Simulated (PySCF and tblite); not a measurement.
The numbers below are computed, except where a source is named.
Stationary points of C₈H₉Br at GFN2-xTB, in Å:

Structure A

```
 1 C    -2.319    0.272    0.383
 2 C    -0.913    0.267   -0.114
 3 C    -0.073    1.315   -0.099
 4 Br   -0.700    3.057    0.440
 5 C     1.325    1.293   -0.427
 6 C     2.157    0.264   -0.161
 7 C     1.763   -0.962    0.474
 8 C     0.570   -1.541    0.305
 9 C    -0.402   -1.018   -0.706
10 H    -2.489   -0.600    1.013
11 H    -3.012    0.212   -0.458
12 H    -2.548    1.166    0.957
13 H     1.744    2.224   -0.786
14 H     3.216    0.407   -0.330
15 H     2.491   -1.412    1.137
16 H     0.284   -2.404    0.888
17 H     0.114   -0.820   -1.650
18 H    -1.218   -1.716   -0.878
```

Structure B

```
 1 C    -2.361    0.271    0.506
 2 C    -1.000    0.302   -0.090
 3 C    -0.147    1.315   -0.181
 4 Br   -0.415    3.075    0.475
 5 C     1.171    0.966   -0.785
 6 C     2.051    0.273    0.077
 7 C     1.663   -0.919    0.666
 8 C     0.542   -1.587    0.202
 9 C    -0.384   -0.942   -0.651
10 H    -2.382   -0.396    1.368
11 H    -3.083   -0.100   -0.222
12 H    -2.661    1.266    0.827
13 H     1.608    1.730   -1.424
14 H     3.090    0.565    0.139
15 H     2.351   -1.433    1.320
16 H     0.487   -2.657    0.345
17 H     0.537   -0.149   -1.369
18 H    -1.066   -1.582   -1.204
```

Structure C

```
 1 C    -2.385    0.397    0.496
 2 C    -0.998    0.161   -0.028
 3 C    -0.122    1.167   -0.199
 4 Br   -0.547    2.932    0.396
 5 C     1.217    0.992   -0.841
 6 C     2.014    0.222    0.165
 7 C     1.730   -1.059    0.423
 8 C     0.589   -1.753   -0.105
 9 C    -0.625   -1.202   -0.317
10 H    -2.348    0.628    1.561
11 H    -3.004   -0.485    0.360
12 H    -2.855    1.240   -0.009
13 H     1.677    1.949   -1.076
14 H     2.820    0.729    0.673
15 H     2.376   -1.629    1.076
16 H     0.690   -2.824   -0.221
17 H     1.102    0.406   -1.759
18 H    -1.441   -1.856   -0.600
```

The path came from a restrained scan, a climbing-image band and a saddle search at GFN2-xTB; energies are PBE0/pcSseg-1 + D3(BJ), IEF-PCM water//GFN2-xTB, thermal terms GFN2-xTB.

Q: Which structure is a saddle point, and along which motion?

A: B: one imaginary mode (1451i cm⁻¹ at GFN2-xTB, mostly on H17), along the shift of hydrogen on C9 from C9 to C5.

Q: Give their symmetry and energies above the lowest.

A: A C1, 0.0 kcal/mol; B C1, 35.0 kcal/mol; C C1, 0.4 kcal/mol.

Tunnelling of the moving H, left out here, will speed the real process. DFT energies on a tight-binding saddle of a bond shift can be off by several kcal/mol. Spin–orbit effects of heavy atoms on shieldings are missing.
